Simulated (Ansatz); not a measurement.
Basis sets compared for the cluster Al4P3 (the lowest doublet isomer of a short search). Total charge 0; doublet. Geometry B3LYP-D4/def2-SVP. Ansatz on 4 threads of Intel Xeon on a shared host; times are rough, and most runs start from earlier orbitals.

```xyz
7

Al   -1.8122    0.7988   -0.4204
Al    2.2443   -2.4780    0.2208
Al    0.8961    1.4720   -0.5265
Al   -0.1241   -1.1602    0.8529
P    -0.8276    2.5940   -1.3085
P     1.9513   -0.0992    0.6549
P    -2.3278   -1.1274    0.5269
```

The structure comes from a short search, and lower isomers may exist.

Binding counts from free atoms (Al doublet, P quartet) in the same basis, without a counterpoise term.

```csv
level,functions,energy (Eh),HOMO (eV),LUMO (eV),binding per atom (eV),wall time
PBE-D4/def2-SVP,126,-1992.2537,-4.99,-4.35,2.81,7 s
PBE-D4/def2-TZVP,259,-1992.9487,-4.95,-4.30,2.84,16 s
PBE0-D4/def2-SVP,126,-1992.4160,-5.66,-3.74,2.70,11 s
PBE0-D4/def2-TZVP (with forces),259,-1993.1037,-5.63,-3.65,2.73,61 s
r2SCAN0-D4/def2-TZVP,259,-1993.7105,-5.82,-3.48,2.67,68 s
```

(1) Estimate the rows for PBE-D4/def2-TZVPD, PBE0-D4/def2-TZVPD, r2SCAN0-D4/def2-TZVPD.

Answers

(1) 
```json
{"level": "PBE-D4/def2-TZVPD", "functions": "301", "energy (Eh)": "-1992.9500", "HOMO (eV)": "-4.97", "LUMO (eV)": "-4.31", "binding per atom (eV)": "2.84", "wall time": "27 s"}
{"level": "PBE0-D4/def2-TZVPD", "functions": "301", "energy (Eh)": "-1993.1049", "HOMO (eV)": "-5.63", "LUMO (eV)": "-3.66", "binding per atom (eV)": "2.73", "wall time": "61 s"}
{"level": "r2SCAN0-D4/def2-TZVPD", "functions": "301", "energy (Eh)": "-1993.7118", "HOMO (eV)": "-5.82", "LUMO (eV)": "-3.47", "binding per atom (eV)": "2.67", "wall time": "81 s"}
```
